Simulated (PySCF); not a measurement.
Be (beryllium, neutral) across methods

[He] 2s1 3d1, high-spin 3D determinant (an excited configuration). Calculation: PySCF 2.14, in aug-cc-pVQZ; the non-relativistic Hamiltonian (point nucleus).

```csv
method,E (hartree),mean ε 1s β (eV),mean ε 2s α (eV),mean ε 3d α (eV),Σ⟨r²⟩ (bohr²),⟨S²⟩
BHandHLYP,-14.3630,-123.61,-11.030,0.060,37.81,2.000
r2SCAN,-14.3636,-114.42,-9.446,0.501,37.74,2.000
PBE,-14.3455,-111.92,-9.257,0.374,37.60,2.000
CAM-B3LYP,-14.3446,-118.78,-11.439,-0.229,37.61,2.000
LDA,-14.1575,-110.65,-9.176,0.548,37.57,2.000
BLYP,-14.3728,-112.28,-9.039,0.548,37.70,2.000
UHF,-14.29272,-133.97,-12.824,-0.431,38.01,2.000
```

(1) Estimate the same row for PBE0.

The outer electron is Rydberg-like, and this basis confines it to a smaller radius and binds it less than a complete one would.

The highest occupied level is positive at BHandHLYP, r2SCAN, PBE0, PBE, LDA, BLYP: only the finite basis holds that electron, which in a density functional comes from self-interaction.

Results:

(1) E (hartree) = -14.3472; mean ε 1s β (eV) = -117.63; mean ε 2s α (eV) = -10.243; mean ε 3d α (eV) = 0.109; Σ⟨r²⟩ (bohr²) = 37.67; ⟨S²⟩ = 2.000.
